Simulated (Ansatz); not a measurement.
CH₆BFOSi, SMILES `B[SiH2]C(O)F`. Total charge 0; spin multiplicity 1. The structure was optimised at the PBE0-D4/def2-TZVP level. It is one conformer, not always the lowest.

```xyz
11

B    -1.200   -1.146    1.153
Si   -0.328    0.600    0.681
C     0.914    0.421   -0.766
O     0.237   -0.085   -1.857
F     1.922   -0.469   -0.380
H    -2.165   -1.164    1.859
H    -0.762   -2.190    0.776
H    -1.306    1.661    0.311
H     0.442    1.080    1.866
H     1.439    1.354   -1.012
H     0.809   -0.063   -2.632
```

Q: What is the dipole moment at ωB97M-V/def2-TZVPP? (An estimate is asked.)

A: Ansatz gave: 1.40 D, with components (-0.05, 1.06, -0.92) D in this frame, pointing from negative to positive charge.

Q: And with PBE, r2SCAN, B3LYP? (An estimate is asked.)

A: The calculation gave: PBE 1.41 D, r2SCAN 1.41 D, B3LYP 1.42 D.

Q: Give the Mulliken charges with ωB97M-V, r2SCAN, PBE in def2-TZVPP. (Estimate.)

A: Computed: 
| atom | ωB97M-V | r2SCAN | PBE |
| --- | --- | --- | --- |
| B1 | -0.16 | -0.03 | -0.04 |
| Si2 | 0.13 | 0.24 | 0.14 |
| C3 | 0.11 | 0.20 | 0.13 |
| O4 | -0.29 | -0.33 | -0.27 |
| F5 | -0.23 | -0.24 | -0.20 |
| H6 | 0.09 | 0.02 | 0.04 |
| H7 | 0.11 | 0.03 | 0.05 |
| H8 | -0.02 | -0.07 | -0.06 |
| H9 | -0.02 | -0.07 | -0.05 |
| H10 | 0.11 | 0.05 | 0.08 |
| H11 | 0.18 | 0.20 | 0.19 |

B3LYP here is the variant with VWN-RPA as its local correlation; programs differ in this.
